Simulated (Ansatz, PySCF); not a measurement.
Ansatz (a first-principles code) was given this input:
Ansatz 0.2 input:
```yaml
crystal:
  periodic: [false, false, false]
  atoms:
    - {symbol: C, position_ang: [-0.93387820, -0.06541199, 0.01318371]}
    - {symbol: O, position_ang: [-0.95258739, -1.26170140, 0.00490787]}
    - {symbol: O, position_ang: [-0.02803634, 0.83430160, 0.00637219]}
    - {symbol: C, position_ang: [1.38446796, 0.45047108, -0.01701847]}
    - {symbol: H, position_ang: [1.94352282, 1.38117052, -0.01853930]}
    - {symbol: H, position_ang: [1.61200272, -0.14253780, 0.86761719]}
    - {symbol: H, position_ang: [1.58592576, -0.12978890, -0.91630983]}
basis:
  gaussian:
    orbitals: cc-pVDZ
hamiltonian:
  xc: b3lyp5
magnetization: {spin_polarized: true, initial_magnetization: 1}
accuracy: high
```

Task: Write the same job for PySCF.

Result: Several could match; the one computed here: 
```python
from pyscf import gto, scf, dft

mol = gto.M(
    atom='''
C    -0.933878   -0.065412    0.013184
O    -0.952587   -1.261701    0.004908
O    -0.028036    0.834302    0.006372
C     1.384468    0.450471   -0.017018
H     1.943523    1.381171   -0.018539
H     1.612003   -0.142538    0.867617
H     1.585926   -0.129789   -0.916310
''',
    basis='cc-pvdz',
    charge=0,
    spin=1,
    verbose=3,
)

mf = dft.UKS(mol)
mf.xc = 'b3lyp5'
mf.grids.atom_grid = (99, 590)
mf.grids.prune = None
mf.kernel()
```

Both were run: Ansatz gave -228.293823 Eh and PySCF -228.293823 Eh, 0.000 mEh apart.
